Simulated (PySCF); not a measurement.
C₅H₉N. Atoms are numbered in the order given.

```xyz
15

C      2.1828    -0.5593     0.0140
C      1.1453     0.1550    -0.4256
C     -0.2470     0.0165     0.0681
N     -0.3981    -0.8857     1.1702
C     -1.3475     0.0607    -0.9579
C     -1.1380     1.2421    -0.0619
H      2.0394    -1.3301     0.7755
H      3.1877    -0.4039    -0.3851
H      1.2938     0.9156    -1.2011
H     -1.3697    -1.1487     1.3035
H     -0.0783    -0.4478     2.0326
H     -2.2180    -0.5783    -0.7808
H     -1.0652     0.1398    -2.0109
H     -1.8584     1.4061     0.7445
H     -0.7185     2.1575    -0.4892
```
Charge 0, spin multiplicity 1.

Coordinates come from a PBE0-D3(BJ)/def2-SVP optimisation. The values are those of a single conformer.

These are B3LYP/def2-TZVP run with PySCF values and carry that method's errors.

Atomic charges (e):

```
atom  meta-Löwdin  Löwdin  Mulliken
----  -----------  ------  --------
C1          -0.28   -0.22     -0.29
C2          -0.10   -0.17     -0.17
C3           0.13   -0.34      0.25
N4          -0.50   -0.09     -0.49
C5          -0.23   -0.20     -0.23
C6          -0.25   -0.21     -0.24
H7           0.12    0.13      0.13
H8           0.11    0.12      0.11
H9           0.10    0.14      0.10
H10          0.21    0.15      0.20
H11          0.22    0.16      0.21
H12          0.11    0.13      0.10
H13          0.12    0.13      0.11
H14          0.11    0.13      0.10
H15          0.11    0.13      0.10
```

Computed Mayer and Wiberg (Löwdin basis) orders of the bonds:
| bond | Mayer | Wiberg |
|---|---|---|
| C1–C2 | 1.94 | 2.15 |
| C2–C3 | 0.99 | 1.17 |
| C3–N4 | 1.00 | 1.40 |
| C3–C5 | 0.90 | 1.16 |
| C3–C6 | 0.90 | 1.14 |
| C5–C6 | 0.93 | 1.28 |
| C1–H7 | 0.95 | 0.88 |
| C1–H8 | 0.97 | 0.89 |
| C2–H9 | 0.95 | 0.82 |
| N4–H10 | 0.94 | 0.94 |
| N4–H11 | 0.93 | 0.94 |
| C5–H12 | 0.96 | 0.87 |
| C5–H13 | 0.97 | 0.87 |
| C6–H14 | 0.97 | 0.87 |
| C6–H15 | 0.96 | 0.87 |
